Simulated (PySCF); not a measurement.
BHN, SMILES B=[N] (connectivity only; charge and spin as stated), charge -1, multiplicity 1. Atoms are numbered in the order given.

```xyz
3

B      0.0000     0.0000     0.5882
N      0.0000     0.0000    -0.6734
H      0.0000     0.0000     1.7725
```
Charge -1, spin multiplicity 1.

Geometry: B3LYP-D3(BJ)/def2-TZVPD. The multiplicity is an assumed one; other spin states were not compared. The isomer is the one that the SMILES or the coordinates give; other isomers of the formula were not compared.

These are PBE0/def2-TZVPD (PySCF) values and carry that method's errors.

Computed frontier levels, gap, dipole moment and polarisability:
| Property | Value |
|---|---|
| highest occupied level | -0.57 eV |
| lowest empty level | 4.17 eV |
| orbital gap | 4.74 eV |
| dipole moment about the centre of nuclear charge | 2.42 D |
| mean static polarisability | 40.4 bohr³ (5.99 Å³) |
| polarisability, principal values | 37.2, 37.2, 46.7 bohr³ |
